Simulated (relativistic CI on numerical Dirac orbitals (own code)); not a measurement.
**Electric-dipole transitions in Ce XXVII**

Computed by Dirac-Coulomb-Breit CI, separate exchange-only KLI orbitals for each configuration, QED by a radiative potential, unscaled Slater integrals (own radial code, finite nucleus).

CI space (outside the closed core [Ar] 3d10): 4s2 4p2, 4s 4p3, 4s2 4p 4d, 4p4, 4s 4p2 4d, 4s2 4p 4f, 4s 4p2 4f, 4p3 4d, 4s 4p 4d2, 4s2 4d 4f, 4p3 4f, 4s2 4d2, 4s 4d3, 4s 4d2 4f, 4p2 4d2, 4p 4d3, 4p 4d2 4f, 4s2 4f2, 4s 4d 4f2, 4s 4f3, 4p2 4f2, 4p 4d 4f2, 4p 4f3, 4s 4p 4d 4f. Double excitations out of closed p, d and f shells are left out; levels of such configurations are missing from the list, as are those of other unlisted configurations, and high levels can miss mixing partners.

| λ vac (Å) | Lower | Upper | A (s⁻¹) | gf | Branching (%) |
| --- | --- | --- | --- | --- | --- |
| 91.749 | 4s2 4p2 3P_0 [1] | 4s2 4p 4d 3D°_1 [17] | 4.24e+11 | 1.60e+00 | 88.4 |
| 93.065 | 4s 4p3 3D°_1 [7] | 4s 4p2 4d 3F_2 [58] | 3.02e+11 | 1.96e+00 | 74.3 |
| 93.456 | 4s 4p3 3D°_3 [9] | 4s 4p2 4d 3F_4 [72] | 4.22e+11 | 4.97e+00 | 96.5 |
| 93.825 | 4s2 4p2 3P_1 [2] | 4s2 4p 4d 3D°_2 [21] | 1.95e+11 | 1.29e+00 | 46.9 |
| 94.271 | 4s2 4p2 1D_2 [3] | 4s2 4p 4d 3D°_3 [23] | 3.97e+11 | 3.70e+00 | 94.3 |
| 94.331 | 4s 4p3 5S°_2 [6] | 4s 4p2 4d 5P_2 [45] | 3.28e+11 | 2.19e+00 | 86.5 |
| 95.965 | 4s2 4p2 1D_2 [3] | 4s2 4p 4d 3D°_2 [21] | 2.14e+11 | 1.47e+00 | 51.3 |
| 96.802 | 4s 4p3 5S°_2 [6] | 4s 4p2 4d 5P_3 [44] | 1.93e+11 | 1.90e+00 | 81.3 |
| 97.323 | 4s 4p3 3D°_3 [9] | 4s 4p2 4d 3D_3 [69] | 2.22e+11 | 2.20e+00 | 54.2 |
| 102.74 | 4s2 4p 4d 3D°_2 [21] | 4s2 4p 4f 1F_3 [105] | 4.29e+11 | 4.75e+00 | 73.4 |
| 103.34 | 4s2 4p 4d 3D°_3 [23] | 4s2 4p 4f 3F_4 [107] | 5.55e+11 | 7.99e+00 | 89.4 |
| 103.37 | 4s 4p3 3D°_2 [8] | 4s 4p2 4d 3D_3 [55] | 1.87e+11 | 2.10e+00 | 58.2 |
| 103.61 | 4s2 4p 4d 3F°_4 [20] | 4s2 4p 4f 3G_5 [100] | 2.71e+11 | 4.80e+00 | 100.0 |
| 103.90 | 4s2 4p 4d 1F°_3 [26] | 4s2 4p 4f 1G_4 [116] | 6.11e+11 | 8.90e+00 | 88.1 |
| 105.02 | 4s2 4p2 3P_2 [4] | 4s2 4p 4d 1F°_3 [26] | 3.70e+11 | 4.28e+00 | 86.0 |
| 106.25 | 4s2 4p 4d 3P°_2 [25] | 4s2 4p 4f 3F_3 [110] | 3.60e+11 | 4.26e+00 | 63.3 |
| 107.53 | 4s2 4p 4d 1P°_1 [27] | 4s2 4p 4f 1D_2 [115] | 5.09e+11 | 4.41e+00 | 94.8 |
| 108.27 | 4s2 4p 4d 3F°_4 [20] | 4s2 4d2 3F_4 [96] | 2.46e+11 | 3.90e+00 | 64.7 |
| 108.60 | 4s2 4p2 1S_0 [5] | 4s2 4p 4d 1P°_1 [27] | 3.18e+11 | 1.69e+00 | 95.8 |
| 110.69 | 4s2 4p2 3P_2 [4] | 4s2 4p 4d 3P°_2 [25] | 2.73e+11 | 2.51e+00 | 86.7 |

Terms are leading LS components. Brackets give the number of a level in order of energy, since labels repeat. The list gives strong lines, with weight on those to low levels, without lines whose two gauges differ by over a factor of 2.5, among the lowest 200 of 2824 levels, so that lines to higher ones, which can be the strongest, are missing. Levels whose partners in the same complex of configurations lie outside the list can be far off, and so can their lines. Rates are taken at the computed energies, electric ones in the length gauge.

At this charge energies of transitions that change n are usually good to better than 1 %, and those within a shell (Δn = 0) to a few per cent.

(1) From the table, what is the radiative lifetime of 4s2 4p 4d 3D°_2?

## Answers

(1) The listed rates from this level add up to about 4.09e+11 s⁻¹, 98 % of its decay; with all channels τ = 2.40e-12 s.

LS names give the leading component of a level, which can be under half, so a name can repeat, a term be missing and a line seem to break the LS rules.
